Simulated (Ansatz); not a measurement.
C$_{2}$H$_{6}$AlCl, triplet, geometry from GFN2-xTB (such geometries of metal compounds can be far from the true shape) (a higher spin typed on purpose: for a closed-shell molecule this is an excited state); R2SCAN/def2-SVPD (Ansatz, a quantum-chemistry and plane-wave program).

Ansatz was given this input:
Ansatz 0.2 input:
```yaml
crystal:
  periodic: [false, false, false]
  atoms:
    - {symbol: Al, position_ang: [0.27124112, 0.58615795, 0.37960008]}
    - {symbol: C, position_ang: [1.86787064, -0.78580438, -0.09423932]}
    - {symbol: H, position_ang: [1.50074856, -1.73997665, -0.45832241]}
    - {symbol: H, position_ang: [2.52835634, -0.91152303, 0.75481727]}
    - {symbol: H, position_ang: [2.36361712, -0.24113003, -0.89325914]}
    - {symbol: C, position_ang: [-0.27691568, -0.98774869, 1.75013729]}
    - {symbol: H, position_ang: [-0.47945400, -1.92642443, 1.24452288]}
    - {symbol: H, position_ang: [-1.19293851, -0.57600077, 2.16514718]}
    - {symbol: H, position_ang: [0.47678327, -1.10469076, 2.51903656]}
    - {symbol: Cl, position_ang: [-1.07464571, 0.56005945, -1.18836066]}
basis:
  gaussian:
    orbitals: def2-SVPD
hamiltonian:
  xc: r2scan
magnetization: {spin_polarized: true, initial_magnetization: 2}
```

Output, abridged:

```
Functional definition: r2SCAN
1227 factors; their error is unknown
mean field evaluation 1: about -21263.1705 eV, gradient 5.2e1 eV
mean field evaluation 2: about -21217.2481 eV, gradient 9.0e1 eV
mean field evaluation 4: about -21280.4404 eV, gradient 4.6e0 eV
mean field evaluation 8: about -21280.5914 eV, gradient 2.4e-1 eV
mean field evaluation 16: about -21280.5280 eV, gradient 1.6e-3 eV
mean field -21280.52800424 eV, -782.0449796959 hartree, gradient 8.0e-5 eV, S^2 2.009812; 0 other end points of the search recorded, 0 dependent functions left out
reference -21280.52802849 eV, -782.0449805871 hartree; 25, 23 occupied and 114, 116 virtual orbitals, 1227 factors
Total energy: -21280.52802849 eV, -782.0449805871 hartree
```
